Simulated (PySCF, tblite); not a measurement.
Isomers of [C6H7N]+ (charge +1 and doublet state), one GFN2-xTB conformer each. Single-point energies are computed at B3LYP/pcH-1 (PySCF, gas phase, no added dispersion term), electronic only. GFN2-xTB treats the open shell by occupation alone, and not every SCF solution was tested for stability.

Question: Rank them by B3LYP/pcH-1 energy, lowest first (kcal/mol).
A. `[CH2:1][CH+:2][n:3]1[cH:4][cH:5][cH:6][cH:7]1` (charge +1 and doublet state) with H–C1–C2–N3 180° and 0°, C1–C2–N3–C4 0°
B. `[H]/N=C/[C+]=[C]/C1CC1` [radical]
C. `[CH2+:1][CH:2][C:3]1([C:4]#[N:5])[CH2:6][CH2:7]1` (charge +1 and doublet state) with H–C1–C2–C3 -7° and 174°, C1–C2–C3–C4 -1°

Answer: A (0.0), C (43.2), B (69.4).

As drawn, the highest has a three-membered ring and an N–H bond, which the lowest lacks. GFN2-xTB itself gives, in the same order: 0.0, 57.3, 56.7. Both levels put the same isomer lowest; measured from each level's own lowest isomer, the values differ by up to 14.1 kcal/mol ([CH2+][CH]C1(C#N)CC1: 57.3 against 43.2).

What happens when harmonic zero-point energies from GFN2-xTB frequencies are added?

```tsv
SMILES	ZPE (kcal/mol)	electronic (kcal/mol)	with ZPE (kcal/mol)
[CH2][CH+]n1cccc1	68.8	0.0	0.0
[CH2+][CH]C1(C#N)CC1	67.1	43.2	41.5
[H]/N=C/[C+]=[C]/C1CC1	67.2	69.4	67.8
```

The zero-point energies span 1.7 kcal/mol. The order is unchanged.
